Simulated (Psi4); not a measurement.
Input for Psi4: SAPT0/aug-cc-pVDZ on CH6F2Ge (a complex), monomers drawn apart or pushed together.

```
memory 2025 MB

molecule dimer {
0 1
Ge   -0.70010531    0.53473121    0.34687054
H    -0.86038231    0.61855786   -1.18009865
H    -0.37538836   -0.91919667    0.72698455
H    -2.01310343    0.95637223    1.01988008
H     0.44308819    1.45176820    0.79628322
--
0 1
F    -0.11075844   -0.05758991    4.14252855
C     0.78209687   -1.08563255    4.22258496
F     1.98314667   -0.64924842    3.75429464
H     0.43269337   -1.90000867    3.58679392
H     0.89447183   -1.36689638    5.27070827
units angstrom
symmetry c1
no_reorient
no_com
}

set {
  basis aug-cc-pVDZ
  scf_type df
  freeze_core true
}

energy('sapt0')
```

Program output:

```
[...]
==> Input File <==

--------------------------------------------------------------------------
memory 2025 MB

molecule dimer {
0 1
Ge   -0.70010531    0.53473121    0.34687054
H    -0.86038231    0.61855786   -1.18009865
H    -0.37538836   -0.91919667    0.72698455
H    -2.01310343    0.95637223    1.01988008
H     0.44308819    1.45176820    0.79628322
--
0 1
F    -0.11075844   -0.05758991    4.14252855
C     0.78209687   -1.08563255    4.22258496
F     1.98314667   -0.64924842    3.75429464
H     0.43269337   -1.90000867    3.58679392
H     0.89447183   -1.36689638    5.27070827
units angstrom
symmetry c1
no_reorient
no_com
}

set {
  basis aug-cc-pVDZ
  scf_type df
  freeze_core true
}

energy('sapt0')
--------------------------------------------------------------------------


   => Loading Basis Set <=

    Name: AUG-CC-PVDZ
    Role: ORBITAL
    Keyword: BASIS
    atoms 1         entry GE         line  2999 file aug-cc-pvdz.gbs
    atoms 2-5, 9-10 entry H          line    40 file aug-cc-pvdz.gbs
    atoms 6, 8      entry F          line   290 file aug-cc-pvdz.gbs
    atoms 7         entry C          line   182 file aug-cc-pvdz.gbs

   => Loading Basis Set <=

    Name: AUG-CC-PVDZ
    Role: ORBITAL
    Keyword: BASIS
    atoms 1         entry GE         line  2999 file aug-cc-pvdz.gbs
    atoms 2-5, 9-10 entry H          line    40 file aug-cc-pvdz.gbs
    atoms 6, 8      entry F          line   290 file aug-cc-pvdz.gbs
    atoms 7         entry C          line   182 file aug-cc-pvdz.gbs


  //>>>>>>>>>>>>>>>>>>>>>>>>>>>>>>>>>>>//
  //              Dimer HF             //
  //<<<<<<<<<<<<<<<<<<<<<<<<<<<<<<<<<<<//

   => Libint2 <=

    Primary   basis highest AM E, G, H:  7, 6, 3
    Auxiliary basis highest AM E, G, H:  7, 7, 4
    Onebody   basis highest AM E, G, H:  -, -, -
    Solid Harmonics ordering:            Gaussian


   => Loading Basis Set <=

    Name: AUG-CC-PVDZ
    Role: ORBITAL
    Keyword: BASIS
    atoms 1         entry GE         line  2999 file aug-cc-pvdz.gbs
    atoms 2-5, 9-10 entry H          line    40 file aug-cc-pvdz.gbs
    atoms 6, 8      entry F          line   290 file aug-cc-pvdz.gbs
    atoms 7         entry C          line   182 file aug-cc-pvdz.gbs


         ---------------------------------------------------------
                                   SCF
               by Justin Turney, Rob Parrish, Andy Simmonett
                          and Daniel G. A. Smith
                              RHF Reference
                        1 Threads,   1931 MiB Core
         ---------------------------------------------------------

  ==> Geometry <==

    Molecular point group: c1
    Full point group: C1

    Geometry (in Angstrom), charge = 0, multiplicity = 1:

       Center              X                  Y                   Z               Mass
    ------------   -----------------  -----------------  -----------------  -----------------
         GE          -0.700105310000     0.534731210000     0.346870540000    73.921177761000
         H           -0.860382310000     0.618557860000    -1.180098650000     1.007825032230
         H           -0.375388360000    -0.919196670000     0.726984550000     1.007825032230
         H           -2.013103430000     0.956372230000     1.019880080000     1.007825032230
         H            0.443088190000     1.451768200000     0.796283220000     1.007825032230
         F           -0.110758440000    -0.057589910000     4.142528550000    18.998403162730
         C            0.782096870000    -1.085632550000     4.222584960000    12.000000000000
         F            1.983146670000    -0.649248420000     3.754294640000    18.998403162730
         H            0.432693370000    -1.900008670000     3.586793920000     1.007825032230
         H            0.894471830000    -1.366896380000     5.270708270000     1.007825032230

  Running in c1 symmetry.

  Rotational constants: A =      0.13092  B =      0.01824  C =      0.01644 [cm^-1]
  Rotational constants: A =   3925.02328  B =    546.78586  C =    492.98204 [MHz]
  Nuclear repulsion =  238.028111870915239

  Charge       = 0
  Multiplicity = 1
  Electrons    = 62
  Nalpha       = 31
  Nbeta        = 31

  ==> Algorithm <==

  SCF Algorithm Type is DF.
  DIIS enabled.
  MOM disabled.
  Fractional occupation disabled.
  Guess Type is SAD.
  Energy threshold   = 1.00e-08
  Density threshold  = 1.00e-08
  Integral threshold = 1.00e-12

  ==> Primary Basis <==

  Basis Set: AUG-CC-PVDZ
    Blend: AUG-CC-PVDZ
    Number of shells: 71
    Number of basis functions: 159
    Number of Cartesian functions: 168
    Spherical Harmonics?: true
    Max angular momentum: 2

   => Loading Basis Set <=

    Name: (AUG-CC-PVDZ AUX)
    Role: JKFIT
    Keyword: DF_BASIS_SCF
    atoms 1         entry GE         line  1047 file aug-cc-pvdz-jkfit.gbs
    atoms 2-5, 9-10 entry H          line    70 file aug-cc-pvdz-jkfit.gbs
    atoms 6, 8      entry F          line   328 file aug-cc-pvdz-jkfit.gbs
 
[...]
9.453126   159A    580.978499

    Final Occupation by Irrep:
              A
    DOCC [    13 ]
    NA   [    13 ]
    NB   [    13 ]

  @DF-RHF Final Energy:  -237.93140145956789

   => Energetics <=

    Nuclear Repulsion Energy =             76.9780407697624582
    One-Electron Energy =                -483.6549001521059949
    Two-Electron Energy =                 168.7454579227756426
    Total Energy =                       -237.9314014595678941

Computation Completed


Properties will be evaluated at   0.000000,   0.000000,   0.000000 [a0]

Properties computed using the SCF density matrix


 Multipole Moments:

 ------------------------------------------------------------------------------------
     Multipole            Electronic (a.u.)      Nuclear  (a.u.)        Total (a.u.)
 ------------------------------------------------------------------------------------

 L = 1.  Multiply by 2.5417464519 to convert [e a0] to [Debye]
 Dipole X            :        -43.3872957           43.2203807           -0.1669151
 Dipole Y            :         29.6922402          -30.5044227           -0.8121825
 Dipole Z            :       -198.6162986          198.9209258            0.3046272
 Magnitude           :                                                    0.8833453

 ------------------------------------------------------------------------------------

  Constructing Basis Sets for SAPT...

   => Loading Basis Set <=

    Name: (AUG-CC-PVDZ AUX)
    Role: RIFIT
    Keyword: DF_BASIS_SAPT
    atoms 1         entry GE         line   760 file aug-cc-pvdz-ri.gbs
    atoms 2-5, 9-10 entry H          line    30 file aug-cc-pvdz-ri.gbs
    atoms 6, 8      entry F          line   250 file aug-cc-pvdz-ri.gbs
    atoms 7         entry C          line   112 file aug-cc-pvdz-ri.gbs

   => Loading Basis Set <=

    Name: (AUG-CC-PVDZ AUX)
    Role: JKFIT
    Keyword: DF_BASIS_ELST
    atoms 1         entry GE         line  1047 file aug-cc-pvdz-jkfit.gbs
    atoms 2-5, 9-10 entry H          line    70 file aug-cc-pvdz-jkfit.gbs
    atoms 6, 8      entry F          line   328 file aug-cc-pvdz-jkfit.gbs
    atoms 7         entry C          line   154 file aug-cc-pvdz-jkfit.gbs


  //>>>>>>>>>>>>>>>>>>>>>>>>>>>>>>>>>>>//
  //               SAPT0               //
  //<<<<<<<<<<<<<<<<<<<<<<<<<<<<<<<<<<<//



        SAPT0
    Ed Hohenstein
     6 June 2009

      Orbital Information
  --------------------------
    NSO        =       159
    NMO        =       159
    NRI        =       484
    NRI (Elst) =       644
    NOCC A     =        18
    NOCC B     =        13
    FOCC A     =         9
    FOCC B     =         3
    NVIR A     =       141
    NVIR B     =       146

    Elst10,r            =    -0.000574696279 [Eh]
    Exch10              =     0.000511879782 [Eh]
    Exch10 (S^2)        =     0.000511713859 [Eh]

    Maxiter = 50
    CPHF R converge = 1.000000E-08

    Iter     Energy [mEh]          dE [mEh]         Residual      Time [s]
       1      -0.18635608       0.186356083     1.768262e-03             0
       2      -0.22723162       0.040875537     3.519070e-04             0
       3      -0.22678871      -0.000442910     1.048333e-04             0
       4      -0.22636788      -0.000420829     1.871107e-05             0
       5      -0.22638499       0.000017111     3.561509e-06             0
       6      -0.22640319       0.000018194     6.984713e-07             0
       7      -0.22639863      -0.000004557     1.071227e-07             0
       8      -0.22639909       0.000000459     1.314923e-08             0
       9      -0.22639905      -0.000000035     1.542164e-09             0

    CHF Iterations converged

    Maxiter = 50
    CPHF R converge = 1.000000E-08

    Iter     Energy [mEh]          dE [mEh]         Residual      Time [s]
       1      -0.02314333       0.023143332     6.697927e-04             1
       2      -0.02712572       0.003982383     2.502186e-04             1
       3      -0.02737663       0.000250911     7.212304e-05             1
       4      -0.02726005      -0.000116574     1.834676e-05             1
       5      -0.02724901      -0.000011045     3.731514e-06             1
       6      -0.02725453       0.000005524     1.301190e-06             1
       7      -0.02725485       0.000000324     3.551504e-07             1
       8      -0.02725437      -0.000000482     7.359832e-08             1
       9      -0.02725439       0.000000017     1.979368e-08             1
      10      -0.02725441       0.000000018     4.584818e-09             1

    CHF Iterations converged

    Ind20,r (A<-B)      =    -0.000226399054 [Eh]
    Ind20,r (B<-A)      =    -0.000027254407 [Eh]
    Ind20,r             =    -0.000253653461 [Eh]
    Exch-Ind20,r (A<-B) =     0.000141999872 [Eh]
    Exch-Ind20,r (B<-A) =     0.000017070043 [Eh]
    Exch-Ind20,r        =     0.000159069915 [Eh]
    Disp20              =    -0.001205336807 [Eh]
    Disp20 (SS)         =    -0.000602668404 [Eh]
    Disp20 (OS)         =    -0.000602668404 [Eh]
    Exch-Disp20         =     0.000050585026 [Eh]
    Exch-Disp20 (SS)    =     0.000032728768 [Eh]
    Exch-Disp20 (OS)    =     0.000017856258 [Eh]

    SAPT Results
  --------------------------------------------------------------------------------------------------------
    Electrostatics                 -0.57469628 [mEh]      -0.36062736 [kcal/mol]      -1.50886487 [kJ/mol]
      Elst10,r                     -0.57469628 [mEh]      -0.36062736 [kcal/mol]      -1.50886487 [kJ/mol]

    Exchange                        0.51187978 [mEh]       0.32120941 [kcal/mol]       1.34394018 [kJ/mol]
      Exch10                        0.51187978 [mEh]       0.32120941 [kcal/mol]       1.34394018 [kJ/mol]
      Exch10(S^2)                   0.51171386 [mEh]       0.32110529 [kcal/mol]       1.34350455 [kJ/mol]

    Induction                      -0.12879589 [mEh]      -0.08082064 [kcal/mol]      -0.33815355 [kJ/mol]
      Ind20,r                      -0.25365346 [mEh]      -0.15916995 [kcal/mol]      -0.66596707 [kJ/mol]
      Exch-Ind20,r                  0.15906991 [mEh]       0.09981788 [kcal/mol]       0.41763800 [kJ/mol]
      delta HF,r (2)               -0.03421234 [mEh]      -0.02146857 [kcal/mol]      -0.08982449 [kJ/mol]

    Dispersion                     -1.15475178 [mEh]      -0.72461768 [kcal/mol]      -3.03180039 [kJ/mol]
      Disp20                       -1.20533681 [mEh]      -0.75636027 [kcal/mol]      -3.16461135 [kJ/mol]
      Exch-Disp20                   0.05058503 [mEh]       0.03174258 [kcal/mol]       0.13281097 [kJ/mol]
      Disp20 (SS)                  -0.60266840 [mEh]      -0.37818013 [kcal/mol]      -1.58230568 [kJ/mol]
      Disp20 (OS)                  -0.60266840 [mEh]      -0.37818013 [kcal/mol]      -1.58230568 [kJ/mol]
      Exch-Disp20 (SS)              0.03272877 [mEh]       0.02053761 [kcal/mol]       0.08592937 [kJ/mol]
      Exch-Disp20 (OS)              0.01785626 [mEh]       0.01120497 [kcal/mol]       0.04688160 [kJ/mol]

  Total HF                         -0.19161238 [mEh]      -0.12023859 [kcal/mol]      -0.50307824 [kJ/mol]
  Total SAPT0                      -1.34636417 [mEh]      -0.84485627 [kcal/mol]      -3.53487863 [kJ/mol]

  Special recipe for scaled SAPT0 (see Manual):
    Electrostatics sSAPT0          -0.57469628 [mEh]      -0.36062736 [kcal/mol]      -1.50886487 [kJ/mol]
    Exchange sSAPT0                 0.51187978 [mEh]       0.32120941 [kcal/mol]       1.34394018 [kJ/mol]
    Induction sSAPT0               -0.12864110 [mEh]      -0.08072351 [kcal/mol]      -0.33774717 [kJ/mol]
    Dispersion sSAPT0              -1.15470256 [mEh]      -0.72458680 [kcal/mol]      -3.03167115 [kJ/mol]
  Total sSAPT0                     -1.34616016 [mEh]      -0.84472825 [kcal/mol]      -3.53434301 [kJ/mol]
  --------------------------------------------------------------------------------------------------------



*** Psi4 exiting successfully. Buy a developer a beer!
```

The run finished.

Cost: very roughly 30 core-seconds.
